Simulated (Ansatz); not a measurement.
`[Cl][Ge][Br]` + HBr → `[Br][Ge][Br]` + HCl at 298.15 K and 1 bar (ligand exchange at a Ge–Cl bond).

Calculated with Ansatz (gas phase, PBE0-D4/def2-TZVP geometries, no zero-point term in ΔE). CBS: MP2 limit from def2 TZ/QZ plus the TZ coupled-cluster correction, frozen cores. This one scheme is used for every species. For Br, Ge outer-core shells are correlated without core-valence functions, which leaves a few kJ/mol of doubt a bond. Scalar relativity is left out up to krypton.

```
       species  CCSD(T)/CBS energy (Eh)  H − E (kJ/mol)  S (J/(mol·K))
`[Cl][Ge][Br]`              -5109.28758            18.5          312.8
           HBr              -2573.91920            24.6          198.6
`[Br][Ge][Br]`              -7222.82910            18.2          318.7
           HCl               -460.38127            26.6          186.8
```

H − E and S are ideal-gas, rigid-rotor, harmonic terms from PBE0-D4/def2-TZVP. 1 Eh = 2625.50 kJ/mol, R = 8.31446 J/(mol·K).

Question: By hand: ΔE, ΔH, ΔS and ΔG.

Answer: ΔE = (-7222.82910) + (-460.38127) − (-5109.28758) − (-2573.91920) = -0.00359 Eh = -9.4 kJ/mol. Δ(H − E) = 18.2 + 26.6 − 18.5 − 24.6 = 1.7, so ΔH = -7.7 kJ/mol. ΔS = 318.7 + 186.8 − 312.8 − 198.6 = -5.9 J/(mol·K). ΔG = -7.7 − 298.15 × (-5.9)/1000 = -5.9 kJ/mol.

Question: By hand: the equilibrium constant, and the temperature at which ΔG would vanish if ΔH and ΔS stayed fixed.

Answer: log₁₀ K = −ΔG/(RT ln 10) = 1.0. ΔG = 0 at ΔH/ΔS = 1305 K, though so small a ΔH makes that figure unsure.

The number of gas molecules stays the same, so ΔS is small and ΔH decides. The sign of ΔG lies within the doubt. A doubt of 5 kJ/mol in ΔE shifts log₁₀ K by 0.9 here. These are equilibria of isolated gas molecules and say nothing of rates. Largest T1 diagnostic: 0.011 (customary marks: 0.02 for closed shells, 0.045 for open ones).
